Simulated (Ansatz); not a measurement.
Born–Oppenheimer molecular dynamics of AlH₅N₂O (9 atoms, charge 0, multiplicity 1). It goes on from the last frame of an earlier run, with new velocities.

All numbers below come from RHF/6-31G* (Ansatz).

| Property | Result |
| --- | --- |
| ensemble | NVT, Nosé–Hoover chain |
| time step | 0.25 fs |
| steps asked | 150 |
| set temperature | 300 K |
| thermostat | time constant 1 fs, chain length 1 |
| seed | 146361 |

First frame:

```xyz
9
Properties=species:S:1:pos:R:3
Al 0.275 0.309 0.012
O 0.455 0.256 1.786
H -0.087 0.723 2.351
N 1.438 -0.714 -0.669
H 1.452 -0.671 -1.599
H 1.772 -1.570 -0.175
N -0.977 1.151 -0.869
H -1.675 0.899 -1.546
H -1.056 2.178 -0.699
```

(1) What does the run give?

(2) What happens to the structure?

(3) How do temperature and energy run in time?

Results:

(1) The run went to its last step.

```
steps done                                               : 150
time covered                                             : 37.5 fs
mean temperature over the second half                    : 303 K
spread of the potential energy over the second half      : 10.0 meV per atom
mean potential energy of the second half above the start : -65.8 meV per atom
```

The conserved energy stayed within 0.28 meV per atom of its start (net change -0.24 meV per atom), so the integration is sound. A run of 0.037 ps of so small a system gives no equilibrium averages.

(2) The same pairs are bonded in the first frame and the last. Pairs count as bonded within 1.25 times the sum of covalent radii (0.12 Å more for H–H). The details hang on the random start.

(3) 
```csv
time (fs),T (K),potential energy less start (eV),conserved less start (meV/atom)
0,300,0.000,0.00
3,223,-0.173,-0.17
6,366,-0.369,-0.19
9,282,-0.551,-0.25
12,298,-0.603,-0.22
15,253,-0.639,-0.23
18,257,-0.596,-0.25
21,441,-0.489,-0.21
24,276,-0.517,-0.25
27,308,-0.525,-0.21
30,239,-0.615,-0.24
33,325,-0.696,-0.26
36,356,-0.728,-0.26
```

Run time: 2.4 min on 1 thread of Intel(R) Xeon(R) Platinum 8488C (Sapphire Rapids) (shared host), peak memory 0.14 GiB.
